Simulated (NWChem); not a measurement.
System: C2H3AlF2; SMILES C=[CH][Al]([F])[F]

```xyz
8

Al    -0.0282     0.4804     0.0000
F     -0.9296     1.8700     0.0000
F      1.6208     0.6538     0.0000
C     -0.7901    -1.2809     0.0000
C      0.0079    -2.3606     0.0000
H     -1.8750    -1.4486     0.0000
H     -0.3886    -3.3840     0.0000
H      1.1013    -2.2771     0.0000
```
Atoms are numbered in this order, from 1.

Coordinates come from a PBE0/def2-SVP optimisation.

Symmetry labels are those of Cs in the frame above (b1 and b2, or b-type labels, depend on it).

Problem. List the 4 lowest vertical singlet excitations from PBE/def2-SVPD, TDA (NWChem).

Solution. 
```csv
state,energy (eV),oscillator strength,symmetry,leading excitation (squared amplitude)
S1,5.73,0.013,a",HOMO−1 → LUMO (0.99)
S2,6.07,0.021,a",HOMO → LUMO+1 (1.00)
S3,6.56,0.019,a',HOMO−1 → LUMO+1 (0.44)
S4,6.76,0.377,a',HOMO−1 → LUMO+1 (0.51)
```
